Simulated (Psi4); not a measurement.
C$_{2}$H$_{6}$Sb (SMILES [CH3][Sb][CH3]), doublet, at a GFN2-xTB geometry (the spin is typed, not shown lowest) (all electrons, no relativity), with bond 9-6 at 2.0 times its length; B3LYP/3-21G run with Psi4.

Input for Psi4:
```
memory 2 GB

molecule {
0 2
Sb    0.27142244   -0.02924782    0.31902923
C     0.47776629    0.26539580   -1.83488527
H     1.52467652    0.35027894   -2.09945736
H    -0.03861369    1.17178323   -2.13032096
H     0.04476422   -0.57752684   -2.36162937
C    -1.90478649   -0.11162358    0.15756945
H    -2.19177955   -0.93144149   -0.49127743
H    -2.27515745    0.81786858   -0.25996902
H    -2.78384013   -0.41229016    2.11454737
}

set {
  basis 3-21g
  reference uks
  scf_type pk
  diis_max_vecs 3
}

energy('b3lyp')
print_variables()
```

It wrote (shortened):

```
   => Loading Basis Set <=

    Name: 3-21G
    Role: ORBITAL
    Keyword: BASIS

         ---------------------------------------------------------
                                   SCF
               by Justin Turney, Rob Parrish, Andy Simmonett
                          and Daniel G. A. Smith
                              UKS Reference
         ---------------------------------------------------------

  ==> Geometry <==

    Molecular point group: c1
    Full point group: C1

    Geometry (in Angstrom), charge = 0, multiplicity = 2:

       Center              X                  Y                   Z               Mass
    ------------   -----------------  -----------------  -----------------  -----------------
         SB           0.205658900682    -0.020841384098     0.231748827165   120.903812000000
         C            0.412002750682     0.273802235902    -1.922165672835    12.000000000000
         H            1.458912980682     0.358685375902    -2.186737762835     1.007825032230
         H           -0.104377229318     1.180189665902    -2.217601362835     1.007825032230
         H           -0.020999319318    -0.569120404098    -2.448909772835     1.007825032230
         C           -1.970550029318    -0.103217144098     0.070289047165    12.000000000000
         H           -2.257543089318    -0.923035054098    -0.578557832835     1.007825032230
         H           -2.340920989318     0.826275015902    -0.347249422835     1.007825032230
         H           -2.849603669318    -0.403883724098     2.027266967165     1.007825032230

  Running in c1 symmetry.

  Rotational constants: A =      0.26221  B =      0.18822  C =      0.11424 [cm^-1]
  Rotational constants: A =   7860.86650  B =   5642.77614  C =   3424.84252 [MHz]
  Nuclear repulsion =  235.327371508339894

  Charge       = 0
  Multiplicity = 2
  Electrons    = 69
  Nalpha       = 35
  Nbeta        = 34

  ==> Algorithm <==

  SCF Algorithm Type is PK.
  DIIS enabled.
  MOM disabled.
  Fractional occupation disabled.
  Guess Type is SAD.
  Energy threshold   = 1.00e-06
  Density threshold  = 1.00e-06
  Integral threshold = 1.00e-12

  ==> Primary Basis <==

  Basis Set: 3-21G
    Blend: 3-21G
    Number of shells: 35
    Number of basis functions: 63
    Number of Cartesian functions: 63
    Spherical Harmonics?: false
    Max angular momentum: 2

  ==> DFT Potential <==

   => LibXC <=

    Version 7.1.2
[...]
   @UKS iter  87: -6367.97716534265783    3.86707e-05   2.33040e-05 DIIS
   @UKS iter  88: -6367.97715684322702    8.49943e-06   2.72826e-05 DIIS
   @UKS iter  89: -6367.97713440263669    2.24406e-05   7.54891e-06 DIIS
   @UKS iter  90: -6367.97713194172684    2.46091e-06   9.02005e-06 DIIS
   @UKS iter  91: -6367.97713309619121   -1.15446e-06   4.44865e-06 DIIS
   @UKS iter  92: -6367.97713332500280   -2.28812e-07   3.88154e-06 DIIS
   @UKS iter  93: -6367.97713329971066    2.52921e-08   3.64666e-06 DIIS
   @UKS iter  94: -6367.97713374638806   -4.46677e-07   4.17450e-06 DIIS
   @UKS iter  95: -6367.97713353333165    2.13056e-07   4.01902e-06 DIIS
   @UKS iter  96: -6367.97713274107264    7.92259e-07   6.04501e-06 DIIS
   @UKS iter  97: -6367.97713322100117   -4.79929e-07   4.08514e-06 DIIS
   @UKS iter  98: -6367.97713366088919   -4.39888e-07   4.46241e-06 DIIS
   @UKS iter  99: -6367.97713366157586   -6.86668e-10   4.45744e-06 DIIS
   @UKS iter 100: -6367.97713396924064   -3.07665e-07   4.64563e-06 DIIS

PsiException: Could not converge SCF iterations in 100 iterations.

  Failed to converge.

Traceback (most recent call last):
  File "psi4", line 375, in <module>
  File "<string>", line 32, in <module>
  File "site-packages/psi4/driver/driver.py", line 533, in energy
  File "site-packages/psi4/driver/procrouting/proc.py", line 2760, in run_scf
  File "site-packages/psi4/driver/procrouting/proc.py", line 2047, in scf_helper
  File "site-packages/psi4/driver/procrouting/scf_proc/scf_iterator.py", line 93, in scf_compute_energy
  File "site-packages/psi4/driver/procrouting/scf_proc/scf_iterator.py", line 86, in scf_compute_energy
  File "site-packages/psi4/driver/procrouting/scf_proc/scf_iterator.py", line 609, in scf_iterate

psi4.driver.p4util.exceptions.SCFConvergenceError: Could not converge SCF iterations in 100 iterations.

Printing out the relevant lines from the Psithon --> Python processed input file:
    core.IO.set_default_namespace("")
    core.set_global_option("BASIS", "3-21g")
    core.set_global_option("REFERENCE", "uks")
    core.set_global_option("SCF_TYPE", "pk")
    core.set_global_option("DIIS_MAX_VECS", 3)
--> energy('b3lyp')
    print_variables()

!-------------------------------------------------------!
!                                                       !
!  Could not converge SCF iterations in 100 iterations. !
!                                                       !
!-------------------------------------------------------!
```

The run did not converge; its last values are not results.
